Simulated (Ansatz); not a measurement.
BH₇SiSn (`[BH2][SnH2][SiH3]`). The species carries charge 0 and has multiplicity 1. Sn: def2 effective core potential. All single points use the PBE0-D4/def2-TZVP geometry.

```xyz
10

B    -2.175    0.035    0.119
Sn   -0.187   -0.981    0.205
Si    1.638    0.776   -0.248
H    -2.758    0.146   -0.917
H    -2.648    0.530    1.097
H    -0.016   -2.213   -0.970
H     0.141   -1.684    1.730
H     1.573    1.859    0.769
H     2.986    0.150   -0.193
H     1.447    1.381   -1.593
```

**Question.** What is the dipole moment at B3LYP/def2-TZVPP? (Best estimate.)

**Answer.** The calculation gave: 0.56 D, with components (-0.47, 0.31, -0.03) D in this frame, pointing from negative to positive charge.

**Question.** And with PBE, r2SCAN, ωB97M-V? (Estimate.)

**Answer.** Computed: PBE 0.41 D, r2SCAN 0.50 D, ωB97M-V 0.61 D.

**Question.** Give the Mulliken charges with B3LYP, ωB97M-V, PBE in def2-TZVPP. (Estimate.)

**Answer.** The calculation gave: 
```
atom  B3LYP  ωB97M-V    PBE
  B1  -0.18    -0.21  -0.18
 Sn2   0.44     0.26   0.43
 Si3   0.05    -0.02  -0.01
  H4   0.06     0.10   0.04
  H5   0.06     0.10   0.04
  H6  -0.13    -0.09  -0.11
  H7  -0.13    -0.09  -0.11
  H8  -0.05    -0.01  -0.04
  H9  -0.05    -0.01  -0.04
 H10  -0.05    -0.01  -0.04
```

B3LYP here is the variant with VWN-RPA as its local correlation; programs differ in this.
